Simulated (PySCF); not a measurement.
An equivalent PySCF input for K- (potassium, charge -1), [Ar] 4s2, closed-shell 1S, with the non-relativistic Hamiltonian (point nucleus):

```python
from pyscf import gto, scf, dft, mp, cc
import basis_set_exchange as bse
mol = gto.M(atom="K 0 0 0", charge=-1, spin=0, symmetry="D2h",
            basis=gto.basis.parse(bse.get_basis("def2-QZVPPD", elements=["K"], fmt="nwchem", header=False)))
mf = dft.UKS(mol, xc="WB97X")
mf.irrep_nelec = {'Ag': (4, 4), 'B1u': (2, 2), 'B2u': (2, 2), 'B3u': (2, 2)}
mf.kernel()
```

It reaches the same state as the run whose output follows, with an energy that differs only through the grid. The run itself started from symmetry-adapted Hartree-Fock orbitals and held the occupation by maximum overlap, on a logarithmic radial grid, so the iterations belong to that start.

```
SCF conv_tol = 1e-09
number electrons alpha = 10  beta = 10
XC functionals = WB97X
    J.-D. Chai and M. Head-Gordon.,  J. Chem. Phys. 128, 084106 (2008)
cycle= 1 E= -599.935133425902  delta_E= -0.00502  |g|= 0.0135  |ddm|= 0.324
cycle= 2 E= -599.935383639698  delta_E= -0.00025  |g|= 0.00344  |ddm|= 0.0871
cycle= 3 E= -599.935412489456  delta_E= -2.88e-05  |g|= 0.00102  |ddm|= 0.0369
cycle= 4 E= -599.93541434704  delta_E= -1.86e-06  |g|= 0.000236  |ddm|= 0.0102
cycle= 5 E= -599.935414398873  delta_E= -5.18e-08  |g|= 1.18e-05  |ddm|= 0.0027
cycle= 6 E= -599.935414399068  delta_E= -1.95e-10  |g|= 7.21e-07  |ddm|= 0.000357
converged SCF energy = -599.935414399068  <S^2> = -2.4868996e-14  2S+1 = 1
```
